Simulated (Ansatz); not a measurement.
Relaxation of Cl2H2OSn (6 atoms, charge 0, multiplicity 1), to a largest force component of 0.02 eV/Å in at most 40 steps.

These are results of RKS B3LYP/def2-SVP in Ansatz, not measurements.

```xyz
6
Properties=species:S:1:pos:R:3:forces:R:3
Sn 0.000 0.000 0.000 0.58 0.94 0.30
H 0.000 0.000 1.740 0.04 0.08 -0.30
Cl 2.273 0.000 -0.802 -0.80 -0.01 0.17
Cl -1.135 1.967 -0.802 0.38 -0.62 0.17
O -0.923 -1.599 -0.653 -0.99 -1.20 1.05
H -1.378 -2.065 0.120 0.79 0.80 -1.39
```

**Question.** Where does it end, and by what steps?

**Answer.** The forces met the threshold. The force dipped under the threshold on the way, but the program's further checks kept it going. After 29 steps the energy has fallen by 0.233 eV; H6 moved furthest, 1.04 Å.

```
step  energy less start (eV)  largest force component (eV/Å)  accepted
   0                  0.0000                           1.389       yes
   2                 -0.1191                           0.144       yes
   4                 -0.1170                           0.566        no
   6                 -0.1250                           0.331       yes
   8                 -0.1349                           0.645        no
  10                 -0.1451                           0.216       yes
  12                 -0.1370                           0.495        no
  14                 -0.1809                           0.219       yes
  16                 -0.1909                           0.161       yes
  18                 -0.2145                           0.138       yes
  20                 -0.2264                           0.092        no
  22                 -0.2323                           0.016       yes
  24                 -0.2322                           0.206        no
  26                 -0.2327                           0.097       yes
  28                 -0.2329                           0.023       yes
  29                 -0.2329                           0.001       yes
```

```xyz
6
Properties=species:S:1:pos:R:3
Sn 0.005 0.005 0.244
H 0.305 0.232 1.905
Cl 1.996 -0.123 -1.012
Cl -1.264 1.763 -0.681
O -0.995 -1.686 0.034
H -1.209 -1.888 -0.889
```

Time of the run: 69 s on 2 threads of Arm Neoverse V1, with other jobs on the host, peak memory 0.19 GiB.
